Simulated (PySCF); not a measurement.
PySCF input (M06-2X/6-31G* (5d)):

```python
from pyscf import gto, dft

mol = gto.M(
    atom='''
    N    -0.00000000   -0.00000000   -1.01096879
    P     0.00000000    0.00000000    0.47178544
    ''',
    basis='6-31g*',
    charge=0,
    spin=0,
    verbose=4,
)

mf = dft.RKS(mol, xc='m062x')
mf.grids.level = 4
mf.conv_tol = 1e-9
mf.max_cycle = 100
mf.max_memory = 1500
mf.kernel()
if not mf.converged:
    mf = mf.newton()
    mf.kernel(mf.make_rdm1())
mf.dip_moment()
```

Output:

```
PySCF version 2.14.0

[INPUT] verbose = 4
[INPUT] num. atoms = 2
[INPUT] num. electrons = 22
[INPUT] charge = 0
[INPUT] spin (= nelec alpha-beta = 2S) = 0
[INPUT] symmetry False subgroup None
[INPUT] Mole.unit = angstrom
[INPUT] Symbol           X                Y                Z      unit          X                Y                Z       unit  Magmom
[INPUT]  1 N      0.000000000000   0.000000000000  -1.010968790000 AA    0.000000000000   0.000000000000  -1.910454133583 Bohr   0.0
[INPUT]  2 P      0.000000000000   0.000000000000   0.471785440000 AA    0.000000000000   0.000000000000   0.891545271157 Bohr   0.0

nuclear repulsion = 37.4732413655633
number of shells = 14
number of NR pGTOs = 78
number of NR cGTOs = 32
basis = 6-31g*
ecp = {}

******** <class 'pyscf.dft.rks.RKS'> ********
method = RKS
initial guess = minao
damping factor = 0
level_shift factor = 0
DIIS = <class 'pyscf.scf.diis.CDIIS'>
diis_start_cycle = 1
diis_space = 8
diis_damp = 0
SCF conv_tol = 1e-09
SCF conv_tol_grad = None
SCF max_cycles = 100
direct_scf = True
direct_scf_tol = 1e-13
XC library pyscf.dft.libxc version 7.1.2
    S. Lehtola, C. Steigemann, M. J. T. Oliveira, and M. A. L. Marques,  SoftwareX 7, 1–5 (2018)
XC functionals = m062x
    Y. Zhao and D. G. Truhlar,  Theor. Chem. Acc. 120, 215 (2008)
    Y. Zhao and D. G. Truhlar,  Theor. Chem. Acc. 120, 215 (2008)
radial grids:
    Treutler-Ahlrichs [JCP 102, 346 (1995); DOI:10.1063/1.469408] (M4) radial grids

becke partition: Becke, JCP 88, 2547 (1988); DOI:10.1063/1.454033
pruning grids: <function nwchem_prune>
grids dens level: 4
symmetrized grids: False
atomic radii adjust function: <function treutler_atomic_radii_adjust>
small_rho_cutoff = 0
Set gradient conv threshold to 3.16228e-05
Initial guess from minao.
tot grids = 56952
init E= -396.011903628175
  HOMO = -0.334969626514906  LUMO = -0.0945415934201269  gap/eV = 6.54238
cycle= 1 E= -395.940986751568  delta_E= 0.0709  |g|= 0.428  |ddm|= 1.82
  HOMO = -0.288077192620815  LUMO = -0.00724104559872134  gap/eV = 7.64194
cycle= 2 E= -395.717549469943  delta_E= 0.223  |g|= 1.01  |ddm|= 1.12
  HOMO = -0.386815172877593  LUMO = -0.0422455110443936  gap/eV = 9.37622
cycle= 3 E= -395.996194102678  delta_E= -0.279  |g|= 0.0279  |ddm|= 0.758
  HOMO = -0.384911561752421  LUMO = -0.0328360945783069  gap/eV = 9.58046
cycle= 4 E= -395.996423088551  delta_E= -0.000229  |g|= 0.0103  |ddm|= 0.0467
  HOMO = -0.387573065603696  LUMO = -0.0344675356748713  gap/eV = 9.60849
cycle= 5 E= -395.996452396328  delta_E= -2.93e-05  |g|= 0.00278  |ddm|= 0.00976
  HOMO = -0.38777983022951  LUMO = -0.0345731676300111  gap/eV = 9.61124
cycle= 6 E= -395.996454741863  delta_E= -2.35e-06  |g|= 0.000288  |ddm|= 0.00412
  HOMO = -0.387816178748035  LUMO = -0.034568530289564  gap/eV = 9.61236
cycle= 7 E= -395.996454769515  delta_E= -2.77e-08  |g|= 1.95e-05  |ddm|= 0.000537
  HOMO = -0.3878158450973  LUMO = -0.0345644518617114  gap/eV = 9.61246
cycle= 8 E= -395.996454769667  delta_E= -1.51e-10  |g|= 2.73e-06  |ddm|= 5e-05
  HOMO = -0.387816867851203  LUMO = -0.0345651003406123  gap/eV = 9.61247
Extra cycle  E= -395.99645476966  delta_E= 6.14e-12  |g|= 5.83e-06  |ddm|= 7.24e-06
converged SCF energy = -395.99645476966
Dipole moment(X, Y, Z, Debye): -0.00000,  0.00000,  2.60842
```

The geometry given is a B3LYP-D3(BJ)/def2-TZVP minimum.
